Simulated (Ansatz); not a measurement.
The cluster ZnCl₂⁻, relaxed as a doublet with UKS r2SCAN-D4/def2-TZVPD in Ansatz, starting from the GFN1-xTB geometry. Force threshold 0.02 eV/Å.

The highest occupied level of the charge -1 doublet lies above zero (up to 0.15 eV). By energy differences its removal costs 2.42 eV (vertical, to the charge 0 singlet, at r2SCAN-D4/def2-TZVPD); a positive level beside a positive removal energy at the same level points to self-interaction error. The relaxation made no stability test and no search for a lower SCF solution. The structure comes from a short search, and lower isomers may exist.

Start:

```xyz
3

Zn    0.318   -0.473    0.307
Cl   -1.679    0.416    1.692
Cl    1.361    0.057   -1.999
```

```csv
step,energy (eV),largest force component (eV/Å),SCF passes
1,-73467.7600,0.963,17
2,-73468.0729,0.704,25
3,-73468.2015,0.548,28
4,-73468.2505,0.114,20
5,-73468.2525,0.015,22
```

Force components are those of the run's own axes.

End:

```xyz
3

Zn    0.3935   -0.5853    0.3810
Cl   -1.4210    0.4371    1.2961
Cl    1.0274    0.1481   -1.6772
```

By distances, no bond broke or formed. The bond that changes most is Zn1–Cl2, from 2.59 to 2.27 Å (atoms count from 1).

No frequencies were taken in this run, so the end may be a saddle point.

Hardware: 4 threads of Arm Neoverse V1 on a shared host. Wall time 12 s.
